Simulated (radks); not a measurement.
Spherical quantum dot in the effective-mass picture: electrons in a hard-walled sphere of radius 1.81, all in effective atomic units (hartree* = m*/eps^2 hartree, bohr* = eps/m* bohr), one dielectric constant everywhere. Calculated with a radial shooting solver with Libxc functionals: non-relativistic Kohn-Sham, LDA (Slater exchange, Perdew-Wang correlation), spin-polarised, spherical densities. Levels are named by radial order and angular momentum (1s, 1p, 1d, 2s, ...), and open shells are averaged over m. Results are scaled to m* = 0.397 and eps = 11.9, for which hartree* = 76.29 meV and bohr* = 1.586 nm.

N = 21, configuration 1s2 1p6 1d10 1f(up 3, down 0). This is the lowest configuration that the search found. Occupied and some empty levels:

level    occupation  eigenvalue (meV)  <r> (nm)
1s up             1            1298.0     1.741
1s down           1            1303.6     1.734
1p up             3            1377.2     1.887
1p down           3            1383.4     1.884
1d up             5            1498.4     1.987
1d down           5            1505.2     1.985
2s up             0            1655.3     1.330
1f up             3            1656.4     2.062
2s down           0            1658.3     1.333
1f down           0            1663.4     2.062
1g up             0            1848.0     2.122
1g down           0            1855.2     2.122
2p up             0            1874.9     1.513
2p down           0            1878.4     1.513
2d up             0            2127.8     1.639
2d down           0            2131.9     1.638

Energy (meV): total 18766.9, kinetic 7605.5, external 0, Hartree 12537, exchange-correlation -1375.7.
